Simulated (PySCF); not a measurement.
# Two-component Hartree-Fock for Eu⁴⁶⁺ (europium, charge +46)

Start: [Ne] 3s2 3p5; 3p1/2 filled at m_j = -1/2, +1/2; 3p3/2 filled at m_j = -1/2, +1/2, +3/2. Calculated with PySCF 2.14 in an uncontracted even-tempered set (18 s from 11 bohr⁻², ratio 2.4; 14 p from 15 bohr⁻², ratio 2.4; 4 d from 54 bohr⁻², ratio 2.6; 4 f from 81 bohr⁻², ratio 2.6): generalised Hartree-Fock with the X2C-1e Hamiltonian and a Gaussian nucleus; one run each with spin-orbit coupling (SO) switched off, then screened by Boettger's factors.

| spinor shell | electrons | ε, spin-free (eV) | ε, screened SO (eV) | weight of nominal j (screened SO) | rms radius, screened SO (bohr) |
| --- | --- | --- | --- | --- | --- |
| 1s1/2 | 2 | -51742.8 | -51732.5 | 1.000 | 0.0254 |
| 2s1/2 | 2 | -10996.8 | -10993.0 | 1.000 | 0.102 |
| 2p1/2 | 2 | -10122.3 | -10588.4 | 1.000 | 0.0868 |
| 3s1/2 | 2 | -4252.5 | -4251.1 | 1.000 | 0.246 |
| 3p1/2 | 2 | -3978.2 | -4092.6 | 0.999 | 0.235 |
| 3p3/2 | 3 | -3978.2 | -3927.6 | 0.999 | 0.245 |

(1) Where does 2p3/2 lie, and what is the 2p spin-orbit splitting (screened SO)?

| quantity | spin-free | screened SO |
| --- | --- | --- |
| E (hartree) | -8887.16241 | -8895.46589 |
| M_J | 3/2 | 3/2 |
| ⟨J²⟩ | 3.750 | 3.750 |
| ⟨L²⟩ | 2.000 | 2.023 |
| ⟨S²⟩ | 0.750 | 0.772 |

Each row is a mean over spinors that exchange with the open shell spreads, by up to 23.140 eV (3s1/2).

Breit and QED terms are absent; they matter most for the inner s and p1/2 levels.

Densities and radii are taken from the X2C orbitals without a picture-change correction, which distorts them close to the nucleus.

Without spin-orbit coupling the j labels of p, d and f shells carry no meaning; the spin-free column gives the mean over the occupied spinors of each nl shell.

## Answers

(1) At -9919.7 eV, 668.69 eV above 2p1/2.
